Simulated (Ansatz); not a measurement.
Zr3O4⁺. The state is a doublet with charge 1. Geometry PBE0-D4/def2-SVP; atoms count from 1.

Cartesian coordinates in Å:
```
Zr 0.4100 0.0970 1.6491
Zr 0.1368 -1.4247 -0.7803
Zr -0.6355 1.3517 -0.8205
O 1.1262 -1.5784 0.9078
O 0.2833 1.8802 0.8331
O -0.1561 -0.0334 -2.1329
O -1.1647 -0.2923 0.3436
```

In the def2 sets Zr takes a core potential; there is no spin–orbit coupling. The charge 1 doublet is spin-contaminated (final ⟨S²⟩ up to 1.22, 0.75 for a pure state). No other spin state of charge 1 was run. The geometry of the doublet was relaxed on an unsound state (⟨S²⟩ 1.21, where a pure state has 0.75). Another isomer (doublet) lies 0.71 eV lower at PBE0-D4/def2-TZVP; other spin states weren't run for this one.

Q: Estimate the Mulliken populations from the PBE0/def2-TZVP orbitals of Ansatz.

A: 
```tsv
atom	charge (e)	spin (α − β)	d electrons
Zr1	1.29	0.82	2.04
Zr2	1.28	-0.60	2.07
Zr3	1.29	0.82	2.04
O4	-0.71	0.00	–
O5	-0.72	-0.01	–
O6	-0.71	0.00	–
O7	-0.73	-0.03	–
```
Mulliken values and Mayer orders depend strongly on the basis.

Q: Where does the spin sit?

A: Summed by element: Zr 1.04, O -0.04, of 1 unpaired in all. Largest on single atoms: Zr3 0.82, Zr1 0.82, Zr2 -0.60.

Q: And the Mayer bond orders between bonded heavy atoms (over 0.3)?

A: Zr1–Zr2 0.45 (2.88 Å); Zr1–Zr3 0.33 (2.96 Å); Zr1–O4 0.96 (1.97 Å); Zr1–O5 0.97 (1.97 Å); Zr1–O7 0.64 (2.08 Å); Zr2–Zr3 0.45 (2.88 Å); Zr2–O4 0.99 (1.96 Å); Zr2–O6 0.99 (1.96 Å); Zr2–O7 0.69 (2.06 Å); Zr3–O5 0.98 (1.96 Å); Zr3–O6 0.96 (1.97 Å); Zr3–O7 0.64 (2.08 Å).
